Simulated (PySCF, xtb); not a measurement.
dihydroxy(hydroxysilyl)silane (H6O3Si2), SMILES [SiH2]([SiH](O)O)O.

xtb 6.7.1 with GFN2-xTB at its own geometry gives an orbital gap of 4.72 eV and a dipole moment of 1.63 D.

Coordinates come from a ωB97X-D3(BJ)/def2-SVP optimisation. One conformer was computed; it need not be the lowest.

Q: What does PySCF with HF/def2-TZVP give? (Estimate from the structure and the level; the computed values follow.)

A: gap 13.40 eV (levels -10.91 and 2.49 eV), dipole 1.46 D.
